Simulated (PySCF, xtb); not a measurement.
Cl3HHfO, SMILES [OH][Hf]([Cl])([Cl])[Cl], multiplicity 1.

GFN2-xTB in xtb at its own geometry gives an orbital gap of 3.24 eV and a dipole moment of 2.73 D.

Coordinates come from a B3LYP-D3(BJ)/def2-SVP optimisation. The spin state was assumed, not searched. The isomer is the one that the SMILES or the coordinates give; other isomers of the formula were not compared. The def2 effective core potentials stand for the cores of Hf; spin–orbit coupling is left out. The values are those of a single conformer.

Q: What does PySCF with PBE/def2-TZVP give? (The exact figures need the calculation; the answer reports its results.)

A: gap 5.54 eV (levels -7.91 and -2.37 eV), dipole 2.87 D.
